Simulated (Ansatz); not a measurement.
C$_{5}$H$_{14}$ClGeN, SMILES `CC(C)[NH][Ge]([CH3])([CH3])[Cl]`, relaxed with RKS PBE-D4/def2-SVP in Ansatz 0.2.0 from a rough embedded geometry. The force threshold is 0.03 eV/Å; the program also tests the step.

Charge 0, multiplicity 1.

Start:

```xyz
22

C     0.292   -2.155    1.483
C     0.448   -1.027    0.446
C     1.565   -1.416   -0.491
N    -0.760   -0.817   -0.344
Ge   -1.127    0.998   -0.622
C    -1.485    1.942    1.046
C     0.418    1.853   -1.518
Cl   -2.841    1.204   -1.935
H    -0.048   -3.035    0.980
H    -0.564   -1.810    2.186
H     1.161   -2.280    2.077
H     0.775   -0.100    0.990
H     1.319   -2.359   -1.015
H     1.732   -0.601   -1.259
H     2.551   -1.530    0.079
H    -0.808   -1.273   -1.230
H    -1.739    3.006    0.822
H    -0.584    1.920    1.701
H    -2.314    1.442    1.582
H     0.118    2.943   -1.708
H     1.251    1.813   -0.828
H     0.641    1.283   -2.442
```

| step | energy (eV) | largest force (eV/Å) | largest move (Å) |
| --- | --- | --- | --- |
| 1 | -75907.3401 | 3.102 | 0.000 |
| 2 | -75907.7385 | 0.792 | 0.191 |
| 3 | -75907.7943 | 0.226 | 0.067 |
| 4 | -75907.8088 | 0.197 | 0.051 |
| 5 | -75907.8189 | 0.181 | 0.083 |
| 6 | -75907.8227 | 0.191 | 0.200 |
| 7 | -75907.8267 | 0.042 | 0.053 |
| 8 | -75907.8276 | 0.020 | 0.037 |
| 9 | -75907.8284 | 0.040 | 0.068 |
| 10 | -75907.8287 | 0.031 | 0.028 |
| 11 | -75907.8288 | 0.021 | 0.011 |

End:

```xyz
22

C     0.237   -2.306    1.440
C     0.520   -1.100    0.533
C     1.667   -1.398   -0.449
N    -0.715   -0.676   -0.127
Ge   -1.030    1.085   -0.587
C    -1.517    2.092    1.017
C     0.372    1.977   -1.638
Cl   -2.792    0.941   -1.890
H    -0.100   -3.173    0.832
H    -0.567   -2.068    2.162
H     1.142   -2.620    2.000
H     0.843   -0.258    1.190
H     1.383   -2.230   -1.127
H     1.898   -0.516   -1.078
H     2.596   -1.698    0.080
H    -1.041   -1.348   -0.831
H    -1.734    3.147    0.764
H    -0.680    2.065    1.744
H    -2.408    1.632    1.483
H     0.050    3.004   -1.901
H     1.308    2.037   -1.048
H     0.567    1.412   -2.569
```

It took 11 s on 6 threads of an AMD EPYC 7R13 on a shared host and a share of an NVIDIA H100 80 GB, with 0.88 GiB of host memory at the peak.
